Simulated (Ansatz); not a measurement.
Ti2S⁺. Total charge 1; doublet. Geometry PBE-D4/def2-TZVP, that of the neutral singlet; atoms count from 1.

```csv
atom,x (Å),y (Å),z (Å)
Ti1,1.006,0.369,-0.634
Ti2,0.022,-1.190,0.366
S3,-1.029,0.821,0.268
```

The charge 1 doublet is spin-contaminated (final ⟨S²⟩ up to 1.41, 0.75 for a pure state). The structure comes from a short search, and lower isomers may exist.

Estimate the Mulliken populations from the PBE0/def2-TZVP orbitals of Ansatz.


```csv
atom,charge (e),spin (α − β),d electrons
Ti1,0.70,1.50,2.58
Ti2,0.69,-0.42,2.56
S3,-0.39,-0.07,–
```
Mulliken values depend strongly on the basis.

Where does the spin sit?

Summed by element: Ti 1.07, S -0.07, of 1 unpaired in all. Largest on single atoms: Ti1 1.50, Ti2 -0.42, S3 -0.07.

And the Mayer bond orders between heavy atoms (over 0.3)?

Ti1–Ti2 2.12 (2.10 Å); Ti1–S3 1.23 (2.27 Å); Ti2–S3 1.26 (2.27 Å).
